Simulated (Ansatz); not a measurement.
Mulliken charges of C$_{2}$H$_{3}$NSe, SMILES `C1=NC[Se]1` from r2SCAN/def2-TZVPP in Ansatz (PBE0-D4/def2-TZVP geometry).

```tsv
atom	x (Å)	y (Å)	z (Å)	charge (e)
C1	-0.868	0.508	-0.596	0.012
N2	0.094	0.951	0.110	-0.289
C3	0.711	-0.306	0.472	0.049
Se4	-0.638	-1.379	-0.546	-0.030
H5	-1.630	1.097	-1.099	0.082
H6	0.677	-0.513	1.541	0.088
H7	1.717	-0.426	0.071	0.088
```

Q: By hand: the dipole of these point charges (1 e Å = 4.8032 D).

A: Σ q r = (0.093, -0.235, 0.052) e Å, of length 0.258 e Å = 1.24 D.

Q: How does the dipole of the full density compare? (Best estimate.)

A: The calculation gave: (0.016, -0.163, 0.002) e Å, 0.79 D; the point charges give 1.57 times that, at 19° from its direction.

Point charges leave out the atoms' own dipoles, such as those of lone pairs, and Mulliken's split depends on the basis, so the two needn't agree.
